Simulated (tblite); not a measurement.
Species: C3H10BNSi.
Atom-mapped SMILES: `[BH3-:1][N+:2]#[C:3][SiH2:4][CH2:5][CH3:6]` (hydrogens: H7, H8, H9 on B1; H10, H11 on Si4; H12, H13 on C5; H14, H15, H16 on C6)
Bond orders are those of one Lewis drawing.

Computed with GFN2-xTB (tblite), gas phase: L-BFGS steps from a force-field or distance-geometry start until the largest atomic force falls under 0.01 eV/Å.

Step 6: E = -472.6313 eV
```
atom  x, y, z in Å  |  force x, y, z in eV/Å
B1      3.5024    0.5377    0.4871   -0.117  -0.007  -0.032
N2      2.1924   -0.0124    0.1771   -0.112  -0.036  -0.069
C3      1.1466   -0.4275   -0.1013    0.105  -0.027  -0.021
Si4    -0.5332   -1.1404   -0.5276   -0.053  -0.067   0.011
C5     -1.7970   -0.4212    0.7030   -0.064   0.037   0.125
C6     -2.5410    0.8181    0.2193    0.018   0.095   0.019
H7      4.2306   -0.3727    0.7258   -0.060  -0.129  -0.008
H8      3.3739    1.2529    1.4323   -0.089   0.015  -0.002
H9      3.8536    1.1305   -0.4877   -0.063   0.013  -0.027
H10    -0.8959   -0.7964   -1.9125    0.176   0.017   0.125
H11    -0.5221   -2.6015   -0.3345    0.202   0.135  -0.048
H12    -2.5395   -1.1860    0.9397    0.049  -0.060  -0.014
H13    -1.2990   -0.1749    1.6436   -0.027  -0.047   0.030
H14    -3.3471    1.0719    0.9102    0.101   0.028  -0.077
H15    -1.8642    1.6625    0.1478    0.058   0.134   0.052
H16    -2.9681    0.6684   -0.7663   -0.123  -0.102  -0.065
```

Step 7: E = -472.6390 eV
```
atom  x, y, z in Å  |  force x, y, z in eV/Å
B1      3.5011    0.5380    0.4862   -0.115  -0.034  -0.024
N2      2.1931   -0.0157    0.1771    0.140   0.099  -0.016
C3      1.1512   -0.4295   -0.1049   -0.214  -0.150  -0.085
Si4    -0.5299   -1.1418   -0.5269   -0.078  -0.007   0.101
C5     -1.7960   -0.4195    0.7085   -0.057   0.044   0.008
C6     -2.5428    0.8208    0.2240    0.066   0.058  -0.129
H7      4.2198   -0.3830    0.7235   -0.041  -0.056  -0.006
H8      3.3643    1.2542    1.4305   -0.056  -0.009  -0.009
H9      3.8468    1.1326   -0.4904   -0.043  -0.008  -0.005
H10    -0.8854   -0.7933   -1.9100    0.149   0.020   0.091
H11    -0.5077   -2.6022   -0.3365    0.179   0.127  -0.041
H12    -2.5369   -1.1863    0.9387    0.015  -0.080   0.002
H13    -1.3011   -0.1781    1.6508   -0.007  -0.025   0.039
H14    -3.3516    1.0794    0.9089    0.120   0.014  -0.050
H15    -1.8641    1.6639    0.1424    0.039   0.119   0.096
H16    -2.9683    0.6694   -0.7658   -0.097  -0.113   0.027
```

Q: Estimate the geometry and energy of step 8. (The exact step hangs on the optimiser's Hessian estimate; all steps are aligned on step 7, rigid shifts and turns removed.)

A: E = -472.6471 eV, largest force 0.437 eV/Å
```
atom  x, y, z in Å  |  force x, y, z in eV/Å
B1      3.4978    0.5373    0.4849   -0.090  -0.052  -0.014
N2      2.1924   -0.0184    0.1754    0.261   0.173   0.011
C3      1.1541   -0.4338   -0.1097   -0.376  -0.199  -0.102
Si4    -0.5283   -1.1425   -0.5239   -0.084   0.055   0.166
C5     -1.7962   -0.4171    0.7143   -0.035   0.037  -0.085
C6     -2.5429    0.8250    0.2258    0.091   0.000  -0.203
H7      4.2079   -0.3944    0.7210   -0.033   0.027  -0.007
H8      3.3535    1.2554    1.4286   -0.025  -0.042  -0.025
H9      3.8390    1.1345   -0.4932   -0.023  -0.034   0.024
H10    -0.8712   -0.7899   -1.9051    0.106   0.031   0.031
H11    -0.4890   -2.6002   -0.3396    0.146   0.077  -0.024
H12    -2.5340   -1.1885    0.9378   -0.017  -0.061   0.011
H13    -1.3034   -0.1818    1.6588   -0.005   0.000   0.031
H14    -3.3532    1.0873    0.9065    0.121   0.011  -0.020
H15    -1.8629    1.6685    0.1395    0.007   0.069   0.101
H16    -2.9712    0.6675   -0.7652   -0.042  -0.094   0.105
```

The energy changes by -0.0081 eV. The first-order estimate −F·Δx gives -0.0108 eV and the mean of the old and new forces, exact on a quadratic surface, -0.0081 eV. The step makes an angle of 60° with the force vector and moves no atom by more than 0.019 Å.

The cost below is that of the whole relaxation. Hardware: Arm Neoverse N1, one thread, shared host with 64 logical CPUs at a one-minute load of 61. Cost: 1.0 s.
